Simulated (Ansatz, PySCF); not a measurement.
Molecule: H$_{3}$Si$_{2}$OCl$_{2}$, charge 0, multiplicity 2. SMILES: [SiH3]O[Si](Cl)Cl
Coordinates optimised at B3LYP-D3(BJ)/def2-TZVP (Ansatz, a quantum-chemistry and plane-wave program):
```
O
Si 1 1.6164
Si 1 1.6562 2 147.63
H 3 1.4757 1 107.25 2 -174.20
H 3 1.4776 4 110.49 1 118.97
H 3 1.4779 4 110.29 5 121.86
Cl 2 2.0660 1 108.96 3 -123.58
Cl 2 2.0746 1 109.26 3 -4.28
```
Charge 0, spin multiplicity 2.

Quantity: size of the dipole moment, in D. Conventions: 6-311+G** with 5d, 6d on Na to Ar in Ansatz; non-relativistic; 6-31G* and kin with 6d, 5d where marked; UHF or UKS for open shells; spin-orbit terms left out; no dispersion term unless named. Ab initio and DFT rows: single points at B3LYP-D3(BJ) geometries (Ansatz).

| level | program | size of the dipole moment (D) |
|---|---|---|
| SVWN5/6-31G* | Ansatz | 1.93 |
| PBE/STO-3G | Ansatz | 3.68 |
| PBE/6-31G* | Ansatz | 1.90 |
| PBE/def2-SVP | Ansatz | 1.44 |
| PBE/6-311+G** | Ansatz | 1.75 |
| B3LYP/STO-3G | Ansatz | 3.68 |
| B3LYP/3-21G | Ansatz | 2.75 |
| B3LYP/6-31G | Ansatz | 2.61 |
| B3LYP/6-31G* | Ansatz | 1.95 |
| B3LYP/6-31G** | Ansatz | 1.96 |
| B3LYP/cc-pVDZ | Ansatz | 1.66 |
| B3LYP/6-311+G** | Ansatz | 1.82 |
| M06-2X/6-311+G** | PySCF | 1.98 |
| B3PW91/6-31G* (5d) | PySCF | 2.00 |

No value to compare with is used here. The 14 habitual levels span 1.44 (PBE/def2-SVP) to 3.68 D (B3LYP/STO-3G).

The levels are drawn from those run, B3LYP/6-31G* more often than the rest, none by its result; left out are runs that failed, that the program found above a lower state of the same kind, or whose <S^2> lies over 0.5 above the pure value.
